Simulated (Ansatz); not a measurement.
`O[SiH2][SiH2][SiH2]Cl`. Total charge 0; spin multiplicity 1. The structure was optimised at the PBE0-D4/def2-TZVP level. It is one conformer, not always the lowest.

```xyz
12

O     0.675    2.057    2.219
Si    0.766    1.407    0.703
Si   -0.640   -0.454    0.419
Si   -0.414   -1.318   -1.741
Cl   -1.614   -2.982   -1.969
H     0.873    1.486    2.962
H     0.366    2.495   -0.222
H     2.158    0.985    0.372
H    -2.066   -0.091    0.647
H    -0.265   -1.525    1.387
H     0.986   -1.733   -2.012
H    -0.824   -0.325   -2.766
```

Q: What is the dipole moment at ωB97M-V/def2-TZVPP? (Estimate.)

A: Computed: 1.59 D, with components (1.06, 0.24, 1.15) D in this frame, pointing from negative to positive charge.

Q: And with PBE, r2SCAN, B3LYP? (Estimate.)

A: Ansatz gave: PBE 1.58 D, r2SCAN 1.61 D, B3LYP 1.57 D.

Q: Give the Mulliken charges with ωB97M-V, PBE, B3LYP in def2-TZVPP. (Estimate.)

A: The calculation gave: 
```tsv
atom	ωB97M-V	PBE	B3LYP
O1	-0.37	-0.34	-0.38
Si2	0.32	0.35	0.41
Si3	-0.02	0.03	0.07
Si4	0.23	0.29	0.34
Cl5	-0.22	-0.22	-0.25
H6	0.18	0.19	0.18
H7	-0.02	-0.05	-0.07
H8	-0.05	-0.08	-0.09
H9	0.00	-0.04	-0.05
H10	-0.01	-0.04	-0.06
H11	-0.02	-0.05	-0.06
H12	-0.01	-0.04	-0.06
```

B3LYP here is the variant with VWN-RPA as its local correlation; programs differ in this.
